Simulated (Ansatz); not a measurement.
System: C3H6F2O, net charge 0, singlet state. SMILES: CC(F)(F)CO
Geometry from a B3LYP-D3(BJ)/def2-TZVP (Ansatz, an electronic-structure program) optimisation:
```
C
F 1 1.3746
F 1 1.3808 2 105.86
C 1 1.5047 2 109.28 3 118.13
H 4 1.0879 1 109.53 2 63.89
H 4 1.0891 5 109.80 1 119.70
H 4 1.0895 5 109.16 6 119.91
C 1 1.5198 2 108.90 3 -114.12
H 8 1.0938 1 107.33 2 50.59
H 8 1.0955 9 108.90 1 -116.64
O 8 1.4164 9 112.28 10 -124.20
H 11 0.9614 8 109.05 9 43.98
```

Property: vertical triplet-singlet gap (E(triplet) - E(singlet); each state is the SCF solution reached for its spin), in eV. Valence correlation only, unless marked. UHF or UKS for open shells. No spin-orbit coupling. Non-relativistic. 

```csv
level,program,vertical triplet-singlet gap (eV)
HF/aug-cc-pVDZ,Ansatz,6.05
PBE/def2-TZVPD,Ansatz,6.39
r2SCAN/def2-TZVPD,Ansatz,6.54
wB97M-V/def2-TZVPD,Ansatz,6.96
MP2/aug-cc-pVDZ,Ansatz,7.25
CCSD(T)/aug-cc-pVDZ,Ansatz,6.86
```
